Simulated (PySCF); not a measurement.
Species: ethylbenzene, C₈H₁₀.
Bonds: C1–C2, C2–C3, C3–C4 (aromatic), C4–C5 (aromatic), C5–C6 (aromatic), C6–C7 (aromatic), C7–C8 (aromatic), C3–C8 (aromatic). Hydrogens: H9, H10, H11 on C1; H12, H13 on C2; H14 on C4; H15 on C5; H16 on C6; H17 on C7; H18 on C8.

The same species was optimised twice, with GFN2-xTB and with PBE0-D3(BJ)/def2-SVP (PySCF), and the same property calculations (PySCF, gas phase) were run on both structures.

```csv
coordinate,GFN2-xTB,PBE0-D3(BJ)/def2-SVP,change
C3–C4 (Å),1.389,1.400,+0.011
C3–C8 (Å),1.389,1.400,+0.011
C4–C5 (Å),1.383,1.394,+0.011
C7–C8 (Å),1.383,1.394,+0.011
C5–C6 (Å),1.384,1.394,+0.010
C6–C7 (Å),1.384,1.394,+0.010
C1–C2 (Å),1.530,1.527,-0.003
C2–C3 (Å),1.502,1.506,+0.004
C1–C2–C3 (°),110.4,112.6,+2.2
C4–C3–C8 (°),118.7,118.2,-0.5
C3–C8–C7 (°),120.7,121.1,+0.4
C3–C4–C5 (°),120.7,121.0,+0.3
C2–C3–C4 (°),120.6,120.9,+0.3
C2–C3–C8 (°),120.6,120.8,+0.2
C5–C6–C7 (°),119.7,119.5,-0.2
C4–C5–C6 (°),120.1,120.1,0.0
C1–C2–C3–C4 (°),-89,-89,0
```

Rotational constants: A = 4565, B = 1500, C = 1243 MHz (GFN2-xTB) against A = 4534, B = 1467, C = 1216 MHz (PBE0-D3(BJ)/def2-SVP). Point groups within 0.08 Å: Cs and Cs.

On the GFN2-xTB structure: HOMO (eV) -7.00 [PBE0/pcSseg-1]; LUMO (eV) -0.09 [PBE0/pcSseg-1]; dipole (D) 0.40 [PBE0/pcSseg-1]; GIAO shielding of C1 (ppm) 164.3 [PBE0/pcSseg-1]; GIAO shielding of C2 (ppm) 151.6 [PBE0/pcSseg-1]; GIAO shielding of C3 (ppm) 35.5 [PBE0/pcSseg-1]; GIAO shielding of C4/C8 (mean) (ppm) 53.6 [PBE0/pcSseg-1]; GIAO shielding of C5/C7 (mean) (ppm) 52.7 [PBE0/pcSseg-1]; GIAO shielding of C6 (ppm) 55.9 [PBE0/pcSseg-1].

**Question.** What do these properties become on the PBE0-D3(BJ)/def2-SVP structure?

**Answer.** 
```tsv
property	level	on GFN2-xTB	on PBE0-D3(BJ)/def2-SVP	change
HOMO (eV)	PBE0/pcSseg-1	-7.00	-7.00	0.00
LUMO (eV)	PBE0/pcSseg-1	-0.09	-0.15	-0.06
dipole (D)	PBE0/pcSseg-1	0.40	0.39	-0.01
energy, GFN2-xTB geometry as zero (kcal/mol)	PBE0/pcSseg-1	0.0	-0.4	-0.4
GIAO shielding of C1 (ppm)	PBE0/pcSseg-1	164.3	163.1	-1.2
GIAO shielding of C2 (ppm)	PBE0/pcSseg-1	151.6	150.9	-0.7
GIAO shielding of C3 (ppm)	PBE0/pcSseg-1	35.5	33.9	-1.6
GIAO shielding of C4/C8 (mean) (ppm)	PBE0/pcSseg-1	53.6	50.4	-3.2
GIAO shielding of C5/C7 (mean) (ppm)	PBE0/pcSseg-1	52.7	50.3	-2.4
GIAO shielding of C6 (ppm)	PBE0/pcSseg-1	55.9	53.1	-2.8
```

The heavy atoms differ by 0.023 Å rms after alignment. Among bonds between heavy atoms C3–C4, C3–C8, C4–C5, C5–C6, C6–C7 and C7–C8 change most and about equally (+0.010 to +0.011 Å). Changes are differences of the printed values. Neither structure is proved a minimum here.

Conformer computed: `[CH3:1][CH2:2][c:3]1[cH:4][cH:5][cH:6][cH:7][cH:8]1`: C1–C2–C3–C4 -89°.
